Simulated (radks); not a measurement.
Results of a calculation; reference values are marked as such.
Q: Eu23+, 40 electrons, occupied as [Kr] 4d4 (the NIST ground configuration). Code: a radial shooting solver on a logarithmic mesh with Libxc functionals. Model: Dirac Kohn-Sham, PBE, spin-unpolarised, spherical densities, finite nucleus; open shells fill j = l - 1/2 first; Fermi nuclear charge, rms radius 5.1115 fm. Some entries of the table are withheld. Estimate them.

orbital  occ.  eigenvalue (Ry)  <r^2> (bohr^2)
1s1/2       2        -3601.781       0.0006794
2s1/2       2        -633.7545         0.01062
2p1/2       2        -603.9220        0.007720
2p3/2       4        -556.2822        0.008956
3s1/2       2        -177.9485         0.07028
3p1/2       2        -165.1313             (1)
3p3/2       4        -155.2922             (2)
3d3/2       4              (3)         0.05766
3d5/2       6              (4)         0.05957
4s1/2       2        -70.48240          0.3150
4p1/2       2              (5)          0.3217
4p3/2       4              (6)          0.3470
4d3/2       4        -54.09999          0.3557
4d5/2       0        -53.55901          0.3633

A: 
(1) 3p1/2 <r^2> (bohr^2): 0.06546
(2) 3p3/2 <r^2> (bohr^2): 0.07235
(3) 3d3/2 eigenvalue (Ry): -133.2479
(4) 3d5/2 eigenvalue (Ry): -131.0973
(5) 4p1/2 eigenvalue (Ry): -65.31690
(6) 4p3/2 eigenvalue (Ry): -62.67751
